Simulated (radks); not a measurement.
Values are calculated unless marked as measured or tabulated.
The boron ion B2+ inside a hard spherical wall (all orbitals vanish at R), configuration held at [He] 2s1 and not refilled when levels cross. Level of theory: non-relativistic Kohn-Sham, LDA (Slater exchange, Perdew-Wang correlation), spin-polarised, spherical densities, point nucleus; open shells are filled with parallel spins first (a radial shooting solver on a logarithmic mesh with Libxc functionals). Eigenvalues in eV for spin up, with the zero of energy where the potential of the charges vanishes at infinity; a dash marks a level that is unbound or too diffuse for the functional's potential to be trusted. A positive occupied level is held by the wall or, in an anion where self-interaction has pushed it up, behind a barrier. The pressure on the wall is -dE/dV.

R (bohr)  E (hartree)  kinetic (hartree)    e(1s)    e(2s)  e(2p, empty)  e(3s, empty)  pressure (GPa)
free        -23.13503             23.009  -209.27  -32.360       -26.490       -10.423               0
12          -23.13503             23.009  -209.27  -32.360       -26.490       -10.421        < 0.0001
10          -23.13503             23.009  -209.27  -32.360       -26.490       -10.401        < 0.0001
8           -23.13503             23.009  -209.27  -32.360       -26.490       -10.210        < 0.0001
6           -23.13496             23.010  -209.27  -32.355       -26.482        -8.707          0.0121
5           -23.13413             23.019  -209.21  -32.311       -26.423        -5.693           0.209
4           -23.12528             23.088  -208.87  -31.933       -25.991         2.888            3.26
3.5         -23.10519             23.207  -208.32  -31.183       -25.225        12.367            12.5
2.5         -22.88494             24.068  -205.17  -24.067       -19.151        62.556             197
2           -22.40946             25.443  -201.41   -9.769        -8.667        131.95             927
1.5         -20.84940             29.108  -194.02   35.276        20.242        301.42            5830
